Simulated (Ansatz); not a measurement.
Cu3H3, relaxed as a quintet with UKS PBE-D4/def2-SVP in Ansatz, starting from the PBE-D4/def2-SVP geometry of the neutral singlet. Force threshold 0.02 eV/Å.

At PBE-D4/def2-SVP a singlet of charge 0 lies 5.00 eV below the quintet, each at its own geometry. The structure comes from a short search, and lower isomers may exist.

Start:

```
atom   x (Å)   y (Å)   z (Å)
 Cu1  -0.781  -1.073   0.192
 Cu2   1.188  -0.136  -0.607
 Cu3  -0.407   1.208   0.415
  H4   0.574  -1.704  -0.585
  H5   1.101   1.513  -0.271
  H6  -1.675   0.191   0.856
```

```csv
step,energy (eV),largest force component (eV/Å),SCF passes
1,-133926.2430,2.211,34
2,-133926.5986,1.351,40
3,-133926.9242,0.439,38
4,-133926.9628,0.168,40
5,-133926.9706,0.018,34
6,-133926.9707,0.005,29
7,-133926.9710,0.015,35
8,-133926.9729,0.040,37
9,-133927.0362,0.290,43
10,-133927.1732,0.364,45
11,-133927.3106,0.449,46
12,-133927.4529,0.309,48
13,-133927.5769,0.308,50
14,-133927.6743,0.224,49
15 (rejected),-133927.6591,0.276,40
16,-133927.6910,0.102,43
17,-133927.6975,0.057,43
18 (rejected),-133927.6972,0.083,41
19,-133927.6983,0.013,42
```

Force components are those of the run's own axes.

End:

Cartesian coordinates in Å:
```
Cu -1.066 -1.185 -0.325
Cu 1.153 -0.176 -1.168
Cu -0.006 0.686 0.800
H 0.620 -0.908 0.475
H 0.855 1.371 -0.405
H -1.557 0.212 0.623
```

Bonds formed: Cu3–H4 (atoms count from 1).

The force fell under the threshold at step 5, but the optimiser went on and released 0.728 eV more. No frequencies were taken in this run, so the end may be a saddle point.

Hardware: 4 threads of Intel Xeon 6975P-C on a shared host. Wall time 27 s.
